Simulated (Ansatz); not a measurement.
## Ligand exchange: C4H2F4 + C2H6Sn → C4H3F3 + C2H5FSn

Species: C4H2F4 `FC1=CC(F)(F)C1F`, singlet; C2H6Sn `C=[CH][SnH3]`, singlet; C4H3F3 `FC1=CC(F)(F)C1`, singlet; C2H5FSn `C=[CH][SnH2][F]`, singlet. The partners trade F for H: C–F and Sn–H bonds give way to C–H and Sn–F.

Shapes, held fixed at every level: PBE0-D4/def2-TZVP. Flexible molecules stand in one conformer, not always the lowest. Programs: Ansatz 0.2.0. The zero-point and thermal change to 298 K, harmonic and unscaled (PBE0-D4/def2-TZVP), is +8.1 kJ/mol.

```json
{"level": "HF/def2-SVP", "kind": "Hartree–Fock", "ΔH(298 K) (kJ/mol)": "-126.7", "less CCSD(T)/def2-TZVPP": "+7.0"}
{"level": "B3LYP-D4/def2-TZVPP", "kind": "global hybrid", "ΔH(298 K) (kJ/mol)": "-137.5", "less CCSD(T)/def2-TZVPP": "-3.8"}
{"level": "B2PLYP/def2-TZVPP", "kind": "double hybrid", "ΔH(298 K) (kJ/mol)": "-141.8", "less CCSD(T)/def2-TZVPP": "-8.1"}
{"level": "MP2/def2-SVP", "kind": "perturbation theory", "ΔH(298 K) (kJ/mol)": "-137.8", "less CCSD(T)/def2-TZVPP": "-4.1"}
{"level": "MP2/def2-TZVPP", "kind": "perturbation theory", "ΔH(298 K) (kJ/mol)": "-143.6", "less CCSD(T)/def2-TZVPP": "-9.9"}
{"level": "CCSD(T)/def2-SVP", "kind": "coupled cluster or CI", "ΔH(298 K) (kJ/mol)": "-125.6", "less CCSD(T)/def2-TZVPP": "+8.1"}
{"level": "CCSD(T)/def2-TZVPP", "kind": "coupled cluster or CI", "ΔH(298 K) (kJ/mol)": "-133.7", "less CCSD(T)/def2-TZVPP": "0.0"}
```

The highest level, CCSD(T)/def2-TZVPP, gives ΔH(298 K) = -133.7 kJ/mol; the levels span -143.6 to -125.6. The column of differences is taken from that level and isn't an error. No measured value is set beside it here. For atoms past krypton def2 sets carry core potentials with scalar relativity. Outer-core shells of Sn are correlated, in sets that cover them unevenly.
